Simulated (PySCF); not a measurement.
## Ar²⁺: excitation energy

Ar²⁺ [Ne] 3s2 3p4 (3P) → Ar²⁺ [Ne] 3s1 3p5, s spin flipped, as a difference of total energies. Computed with PySCF 2.14 in dyall-acv3z, with the spin-free X2C one-electron Hamiltonian (Gaussian nucleus). Correlated levels: valence: [Ne] frozen; virtual orbitals above 40 to 60 times the deepest correlated orbital energy dropped. The calculations carry no spin-orbit coupling.

```
           method  excitation energy (eV)
              UHF                  21.250
    MP2 (valence)                  18.640
SCS-MP2 (valence)                  18.267
```

How much does correlation contribute at MP2 (valence)?

18.640 − (21.250) = -2.610 eV, measured against UHF.

The upper determinant mixes two multiplicities, so it lies between the two terms.

The coupled-cluster amplitudes are large for the upper state (T1 above 0.03 or a double amplitude above 0.15), so a single reference is strained.
